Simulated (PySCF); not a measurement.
Species: C₂H₁₁BN₂.
Cartesian coordinates in Å at the PBE0-D3(BJ)/def2-SVP level; atoms count from 1:
```xyz
16
C2H11BN2 angstrom
C      1.9445   -0.2720   -0.1110
C      0.7824    0.4687    0.5421
B     -0.6220    0.4494   -0.2581
N     -1.7944    1.0090    0.4827
N     -1.0089   -1.1892   -0.4623
H      2.8928   -0.1686    0.4423
H      2.1218    0.0957   -1.1353
H      1.7591   -1.3595   -0.1916
H      0.6391    0.0914    1.5766
H      1.0618    1.5306    0.6666
H     -0.5232    0.8259   -1.4330
H     -1.5757    1.4030    1.3924
H     -2.3488    1.6886   -0.0253
H     -0.3453   -1.7019   -1.0435
H     -1.0671   -1.6383    0.4533
H     -1.9353   -1.2399   -0.8846
```

Jobs on this species (16 atoms, 42 electrons) with PySCF (density fitting). Hardware of each: one thread, Arm Neoverse V1 (aarch64), no GPU, shared host. The host was shared with other jobs, so the times are rough. Peak memory is the resident size of the whole Python process, interpreter and libraries included.

```json
{"level and settings": "PBE0-D3(BJ)/def2-SVP, grid level 1", "work": "geometry optimisation from a GFN2-xTB start shaken at random", "basis functions": "125", "SCF cycles": "?", "wall time": "?", "peak memory": "?"}
{"level and settings": "delta-SCF UKS SCAN, def2-TZVP on the ionised atom, pcseg-1 elsewhere, spin-free X2C", "work": "ΔSCF core ionisation, 5 holes", "basis functions": "142", "SCF cycles": "?", "wall time": "?", "peak memory": "?"}
{"level and settings": "delta-SCF UKS PBE, pcX-2 on the ionised atom, pcseg-1 elsewhere, spin-free X2C", "work": "ΔSCF core ionisation, 5 holes", "basis functions": "156", "SCF cycles": "?", "wall time": "?", "peak memory": "?"}
{"level and settings": "delta-SCF UKS SCAN, pcX-1 on the ionised atom, pcseg-1 elsewhere, spin-free X2C", "work": "ΔSCF core ionisation, 5 holes", "basis functions": "135", "SCF cycles": "78", "wall time": "41 s", "peak memory": "0.54 GiB"}
{"level and settings": "delta-SCF UKS SCAN, pcX-2 on the ionised atom, pcseg-1 elsewhere, non-relativistic", "work": "ΔSCF core ionisation, 5 holes", "basis functions": "156", "SCF cycles": "79", "wall time": "49 s", "peak memory": "0.60 GiB"}
{"level and settings": "delta-SCF UKS HF, pcX-2 on the ionised atom, pcseg-1 elsewhere, spin-free X2C", "work": "ΔSCF core ionisation, 5 holes", "basis functions": "156", "SCF cycles": "68", "wall time": "24 s", "peak memory": "0.54 GiB"}
{"level and settings": "delta-SCF UKS B3LYP, pcX-2 on the ionised atom, pcseg-1 elsewhere, spin-free X2C", "work": "ΔSCF core ionisation, 5 holes", "basis functions": "156", "SCF cycles": "72", "wall time": "49 s", "peak memory": "0.63 GiB"}
{"level and settings": "delta-SCF UKS SCAN, pcX-2 on the ionised atom, pcseg-1 elsewhere, spin-free X2C", "work": "ΔSCF core ionisation, 5 holes", "basis functions": "156", "SCF cycles": "79", "wall time": "50 s", "peak memory": "0.59 GiB"}
{"level and settings": "delta-SCF UKS PBE0, pcX-2 on the ionised atom, pcseg-1 elsewhere, spin-free X2C", "work": "ΔSCF core ionisation, 5 holes", "basis functions": "156", "SCF cycles": "72", "wall time": "47 s", "peak memory": "0.72 GiB"}
```

Question: Fill in the missing figures.

Answer: 
- PBE0-D3(BJ)/def2-SVP, grid level 1; geometry optimisation from a GFN2-xTB start shaken at random: 69 s, 0.50 GiB, 70 SCF cycles
- delta-SCF UKS SCAN, def2-TZVP on the ionised atom, pcseg-1 elsewhere, spin-free X2C; ΔSCF core ionisation, 5 holes: 47 s, 0.54 GiB, 78 SCF cycles
- delta-SCF UKS PBE, pcX-2 on the ionised atom, pcseg-1 elsewhere, spin-free X2C; ΔSCF core ionisation, 5 holes: 30 s, 0.59 GiB, 77 SCF cycles

Question: What do all jobs in the table cost together?

Answer: About 6.8 min; the longest takes about 17 % of that, and about 2.9 times as long as the shortest.
